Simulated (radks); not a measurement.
Values are calculated unless marked as measured or tabulated.
Spherical quantum dot in the effective-mass picture: electrons in a parabolic well V = omega^2 r^2 / 2 with omega = 0.082, with a point charge +1 (a donor) at the centre, all in effective atomic units (hartree* = m*/eps^2 hartree, bohr* = eps/m* bohr), one dielectric constant everywhere. Level of theory: non-relativistic Kohn-Sham, PBE, spin-polarised, spherical densities (a radial shooting solver with Libxc functionals). Levels are named by radial order and angular momentum (1s, 1p, 1d, 2s, ...), and open shells are averaged over m. Results are scaled to m* = 0.569 and eps = 11.7, for which hartree* = 113.1 meV and bohr* = 1.088 nm. Each electron was tried in the lowest free levels, single moves between levels near the top were tried too, and the lowest total energy was kept; such a search can miss a lower state. At N = 1 the Hartree and exchange-correlation terms need not cancel, so that row can carry a self-interaction error.

N,open shells,2S,E (meV),mu = E(N) - E(N-1) (meV),addition energy mu(N+1) - mu(N) (meV),rms radius (nm)
1,"1s(up 1, down 0)",1,-55.3727,-55.373,57.26,1.881
2,none,0,-53.4887,1.8840,39.21,2.763
3,"1p(up 1, down 0)",1,-12.3901,41.099,12.54,4.628
4,"1p(up 2, down 0)",2,41.2487,53.639,12.85,5.617
5,"1p(up 3, down 0)",3,107.737,66.488,12.32,6.339
6,"1p(up 3, down 0) 2s(up 1, down 0)",4,186.550,78.813,15.12,6.974
7,"1p(up 3, down 1) 2s(up 1, down 0)",3,280.486,93.936,10.01,7.503
8,"1p(up 3, down 2) 2s(up 1, down 0)",2,384.430,103.94,10.14,7.958
9,"2s(up 1, down 0)",1,498.519,114.09,10.15,8.364
10,none,0,622.761,124.24,12.87,8.750
11,"1d(up 1, down 0)",1,759.871,137.11,9.161,9.122
12,"1d(up 2, down 0)",2,906.142,146.27,9.006,9.461
13,"1d(up 3, down 0)",3,1061.42,155.28,8.841,9.773
14,"1d(up 4, down 0)",4,1225.54,164.12,8.678,10.06
15,"1d(up 5, down 0)",5,1398.33,172.80,10.23,10.34
16,"1d(up 5, down 1)",4,1581.36,183.03,8.121,10.60
17,"1d(up 5, down 2)",3,1772.51,191.15,8.040,10.86
18,"1d(up 5, down 3)",2,1971.69,199.19,7.945,11.09
19,"1d(up 5, down 4)",1,2178.82,207.13,7.843,11.32
20,none,0,2393.80,214.98,10.60,11.54
21,"1f(up 1, down 0)",1,2619.38,225.58,7.453,11.76
22,"1f(up 2, down 0)",2,2852.41,233.03,7.376,11.97
23,"1f(up 3, down 0)",3,3092.81,240.41,7.298,12.18
24,"1f(up 4, down 0)",4,3340.52,247.70,7.219,12.37
25,"1f(up 5, down 0)",5,3595.44,254.92,7.141,12.56
26,"1f(up 6, down 0)",6,3857.51,262.06,7.065,12.75
27,"1f(up 7, down 0)",7,4126.64,269.13,8.598,12.93
28,"1f(up 7, down 1)",6,4404.36,277.73,-,13.10

All shells are closed at N = 2, 10, 20 (there: 1s2 1p6 1d10 2s2); the second difference of the energy has clear peaks (12 % above both neighbours; the first and last values, which can be the largest, are not judged, and half-filled shells can peak too) at N = 6, 10, 15, 20.
